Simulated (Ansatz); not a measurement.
The cluster Te2Pb⁺, relaxed as a quartet with UKS PBE0-D4/def2-SVP in Ansatz, starting from the PBE0-D4/def2-SVP geometry of the charge +1 doublet. Force threshold 0.02 eV/Å.

In the def2 sets Pb, Te take a core potential; there is no spin–orbit coupling. At PBE0-D4/def2-SVP a doublet of charge 1 lies 1.88 eV below the quartet, each at its own geometry. The structure comes from a short search, and lower isomers may exist.

Start:

```xyz
3

Pb    0.4702   -1.3401   -0.9854
Te    1.0294    1.1261    0.4757
Te   -1.4995    0.2139    0.5097
```

Task: Estimate the energy that the relaxation releases and the steps that it takes.

Result: 13.0 kcal/mol, in 5 steps; 13 s on 4 threads of Arm Neoverse V2 on a shared host. No frequencies were taken in this run, so the end may be a saddle point.

Task: Does the start keep its bonding and symmetry?

Result: By distances, no bond broke or formed. The bond that changes most is Pb1–Te2, from 2.92 to 3.31 Å (atoms count from 1). Point group C2v at the start, C2v at the end, both within 0.05 Å.

Task: Predict the relaxed structure.

Result: 
```xyz
3

Pb    0.552   -1.573   -1.157
Te    0.938    1.224    0.562
Te   -1.490    0.349    0.595
```
Bond lengths: 2 × Pb–Te 3.31 Å; 1 × Te–Te 2.58 Å.
